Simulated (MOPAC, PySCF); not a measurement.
CH6B2O, SMILES `BBCO`, neutral singlet in the gas phase. 

Cartesian coordinates (Å):
SMILES: B(CO)B
```xyz
10

B      1.6178    -0.4572    -0.1520
B      0.3563     0.1815     0.6761
C     -1.0816     0.4401     0.1283
O     -1.3733     0.0596    -1.2246
H      2.3982     0.2377    -0.7328
H      1.8371    -1.6330    -0.1934
H      0.5284     0.5078     1.8204
H     -1.8294     0.0218     0.8220
H     -1.2514     1.5241     0.1763
H     -1.2021    -0.8824    -1.3203
```
Charge 0, multiplicity 1.

All levels are single points at this geometry (B3LYP-D3(BJ)/def2-TZVP); Pople sets use spherical d functions. Orbital energies aren't observables, and empty levels follow the basis.

HF/STO-3G in PySCF gives dipole (D) = 1.37.

**Question.** Estimate the dipole (D) from each of these levels: B3LYP-D3(BJ)/def2-TZVP in PySCF; M06-2X/def2-TZVP in PySCF; PBE-D3(BJ)/def2-TZVP in PySCF; B3LYP/3-21G in PySCF; B3LYP/6-311+G** in PySCF; B3LYP/6-31G* in PySCF; BP86/6-31G* in PySCF; SVWN5/6-31G* in PySCF; HF/3-21G in PySCF; AM1 in MOPAC; PM3 in MOPAC; PM7 in MOPAC.

**Answer.** 
```csv
level,dipole (D)
B3LYP-D3(BJ)/def2-TZVP in PySCF,1.40
M06-2X/def2-TZVP in PySCF,1.48
PBE-D3(BJ)/def2-TZVP in PySCF,1.29
B3LYP/3-21G in PySCF,1.47
B3LYP/6-311+G** in PySCF,1.57
B3LYP/6-31G* in PySCF,1.37
BP86/6-31G* in PySCF,1.28
SVWN5/6-31G* in PySCF,1.31
HF/3-21G in PySCF,1.85
AM1 in MOPAC,1.46
PM3 in MOPAC,1.24
PM7 in MOPAC,1.93
```
